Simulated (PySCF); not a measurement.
S3, SMILES S([S-])[S], charge -1, multiplicity 2. Coordinates come from a B3LYP-D3(BJ)/def2-SVPD optimisation.

Computed equilibrium geometry at B3LYP-D3(BJ)/def2-SVPD (PySCF confirms it by a frequency run) as bond lengths and angles, and its point group:
point group C2v.
Atoms: S1 S2 S3. Bonds (Å): S1–S2 2.035, S1–S3 2.035. Bond angles (°): S2–S1–S3 114.9.
Charge -1, spin multiplicity 2.
